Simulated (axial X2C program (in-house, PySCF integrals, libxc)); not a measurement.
Which molecule has these constants?

Calculated with an in-house all-electron X2C program for linear molecules (integrals from PySCF), spin-free (one-electron X2C) or two-component (2c: spin–orbit coupling with atomic mean-field Coulomb and Gaunt terms, which also bring small scalar terms), in Dyall basis sets with cores contracted in-house; open shells are unrestricted.

A two-component CCSD(T) calculation in a Dyall 3-zeta basis gave Re = 2.212 Å, ωe = 366.1 cm⁻¹, De = 3.84 eV, Ω = 0.

Which molecule is it?
A. PbBr⁺
B. SnBr⁺
C. SiBr⁺
D. GeBr⁺

D. The others have PbBr⁺ 2.504 Å and 254.9 cm⁻¹ (Ω = 0); SnBr⁺ 2.417 Å and 297.9 cm⁻¹ (Ω = 0); SiBr⁺ 2.118 Å and 530.4 cm⁻¹ (Ω = 0).

Frozen shells (counts by l): GeBr⁺ Br 3s2p1d, Ge 3s2p1d, 10 electrons correlated; PbBr⁺ Pb 5s4p3d1f, Br 3s2p1d, 10 electrons correlated; SnBr⁺ Sn 4s3p2d, Br 3s2p1d, 10 electrons correlated; SiBr⁺ Br 3s2p1d, Si 2s1p, 10 electrons correlated. Coupled cluster in natural virtuals with an MP2 remainder. Where the outer core of a metal is frozen, bonds come out longer and ionisation energies lower.

Each entry is the lowest single determinant of a limited PBE0 search at one distance. De goes to single-determinant-based atoms at the same level (for ions the charge split of lowest energy) and is withheld (n/a) where an atom does not fit its ground term or J level. Main or longest-lived isotopes.
